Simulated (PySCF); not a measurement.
## Ionising RbMg

r²SCAN; basis Rb def2-SVPD with ECP28, Mg def2-SVPD; scalar-relativistic core potentials; PySCF 2.14. Neutral (UKS): doublet (σ ↑), Re = 4.135 Å, ωe = 70.9 cm⁻¹, De = 0.19 eV, HOMO -2.55 eV, LUMO -1.52 eV.

RbMg⁺ (UKS): singlet (closed shell), Re = 4.036 Å, ωe = 79.7 cm⁻¹, De = 0.26 eV to Rb⁺ + Mg. The energies at the minima are -224.06473 hartree for RbMg and -223.91726 for RbMg⁺.

(1) Work out the adiabatic ionisation energy, without and with harmonic zero-point energies (1 hartree = 27.2114 eV, 1 eV = 8065.5 cm⁻¹), and the change of the bond length.

RbMg⁻ (UKS): singlet (closed shell), Re = 4.447 Å, ωe = 55.5 cm⁻¹, De = 0.29 eV to Rb⁻ + Mg. The energies at the minima are -224.06473 hartree for RbMg and -224.08198 for RbMg⁻.

(2) Work out the adiabatic electron affinity, without and with harmonic zero-point energies (1 hartree = 27.2114 eV, 1 eV = 8065.5 cm⁻¹), and the change of the bond length.

Closed-shell solutions of metal pairs were not tested for spin polarisation, which can lower them a little. Weak bonds: RbMg, RbMg⁺, RbMg⁻. Basis-set superposition, not corrected here, can be much of De in a small basis, most of all at correlated wavefunction levels. For an ion De counts to the pair picked by the measured ionisation energies or electron affinities, which need not be the lowest pair at this level. The highest Kohn–Sham level is positive in this anion. Much of that is self-interaction error, but it also means that the finite basis helps to hold the extra electron. States were picked by a PBE0 search and need not be the measured ground states.

Results:

(1) At r²SCAN: 0.14747 hartree = 4.013 eV between the minima; the zero-point term (79.7 − 70.9)/2 cm⁻¹ = +0.001 eV makes it 4.013 eV. Re changes by -9.9 pm against the neutral. The electron leaves a σ orbital, and the shorter bond of the ion fits an antibonding orbital, or a change in how ionic the bond is.

(2) At r²SCAN: 0.01725 hartree = 0.469 eV between the minima; the zero-point term (70.9 − 55.5)/2 cm⁻¹ = +0.001 eV makes it 0.470 eV. Re changes by +31.2 pm against the neutral. The electron enters a σ orbital; the charge polarises the partner, so the anion is bound more strongly.
